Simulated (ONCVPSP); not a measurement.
calcium: excitation energies, all-electron against ONCV

- Element: calcium
- Generator: ONCVPSP 4.0.1
- Type: optimised norm-conserving Vanderbilt (ONCV)
- Functional: LDA (Perdew-Wang 92)
- Relativity: fully relativistic
- Frozen core: [Ar]
- Valence charge: 2
- Reference configuration: 4s0.5 (charge +1.5)
- Partial waves: 4s: rc 3.15 bohr, ncon 3, nbas 7, qcut 2.6 1/bohr, 2 projectors, debl 1.3 Ha; p scattering state at 0.16 Ha: rc 3.25 bohr, ncon 3, nbas 7, qcut 3 1/bohr, 2 projectors, debl 1 Ha; d scattering state at 0.07 Ha: rc 2.80 bohr, ncon 5, nbas 9, qcut 4 1/bohr, 2 projectors, debl 3.4 Ha
- Local potential: polynomial inside 2.15 bohr (lpopt 4, dvloc0 3 Ha)
- Core correction: polynomial model core, fcfact 0.35

Open shells are filled in proportion to 2j + 1.

In the p channel the program set the typed energies aside and used 0.050, 1.050 Ha (j = l + 1/2; the other j can differ). In the d channel the program set the typed energies aside and used -0.450, 2.950 Ha (j = l + 1/2; the other j can differ).

Energies are relative to the spin-unpolarised reference configuration 4s0.5; without spin polarisation the order of configurations can differ from experiment.

```csv
valence configuration,charge,ΔE all-electron (eV),error AE − PS (meV)
4s1.5,+0.5,-9.183,+0.2
4s1 4p1,0,-9.258,+20
```

Question: What are ΔE and the potential's error for 4s1?

Answer: ΔE = -5.289 eV all-electron; the error (AE − PS) is -0.1 meV.

Question: What are ΔE and the potential's error for 4s2?

Answer: ΔE = -11.747 eV all-electron; the error (AE − PS) is +0.6 meV.
